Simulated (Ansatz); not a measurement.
`[SiH3][S][GeH3]` and `[AlH2][S][SiH3]` differ in one atom or group.

Ansatz, PBE0-D4/def2-TZVP geometries, multiplicity 1. 

Scalar relativity is left out up to krypton.

```json
{"property": "HOMO–LUMO gap (PBE0/def2-TZVPP) / eV", "`[SiH3][S][GeH3]`": "7.13"}
{"property": "HOMO energy (PBE0/def2-TZVPP) / eV", "`[SiH3][S][GeH3]`": "-7.38"}
{"property": "ideal-gas entropy at 298 K and 1 bar (rigid rotor, harmonic PBE0-D4/def2-TZVP) / J/(mol·K)", "`[SiH3][S][GeH3]`": "353"}
{"property": "HOMO energy (ωB97M-V/def2-TZVPP) / eV", "`[SiH3][S][GeH3]`": "-9.53"}
{"property": "HOMO energy (B3LYP/def2-TZVPP) / eV", "`[SiH3][S][GeH3]`": "-7.13"}
{"property": "LUMO energy (PBE0/def2-TZVPP) / eV", "`[SiH3][S][GeH3]`": "-0.25"}
```

(1) Give the same properties after the change, and the shifts. (Estimate.)

Answers

(1) Ansatz gave: 
```json
{"property": "HOMO–LUMO gap (PBE0/def2-TZVPP) / eV", "`[AlH2][S][SiH3]`": "6.19", "shift": "-0.94"}
{"property": "HOMO energy (PBE0/def2-TZVPP) / eV", "`[AlH2][S][SiH3]`": "-7.78", "shift": "-0.40"}
{"property": "ideal-gas entropy at 298 K and 1 bar (rigid rotor, harmonic PBE0-D4/def2-TZVP) / J/(mol·K)", "`[AlH2][S][SiH3]`": "331", "shift": "-22"}
{"property": "HOMO energy (ωB97M-V/def2-TZVPP) / eV", "`[AlH2][S][SiH3]`": "-9.92", "shift": "-0.39"}
{"property": "HOMO energy (B3LYP/def2-TZVPP) / eV", "`[AlH2][S][SiH3]`": "-7.53", "shift": "-0.40"}
{"property": "LUMO energy (PBE0/def2-TZVPP) / eV", "`[AlH2][S][SiH3]`": "-1.58", "shift": "-1.33"}
```

With PBE0 the HOMO falls by 0.40 eV and the LUMO falls by 1.33 eV, so the gap narrows by about 0.93 eV. PBE moves the HOMO by -0.45 eV and ωB97M-V by -0.39 eV. The zero-point energy changes by -25.3 kJ/mol with -3 modes. Modes under 60 cm⁻¹, often nearly free rotors, make the harmonic entropy too high.

B3LYP here is the variant with VWN-RPA as its local correlation; programs differ in this.
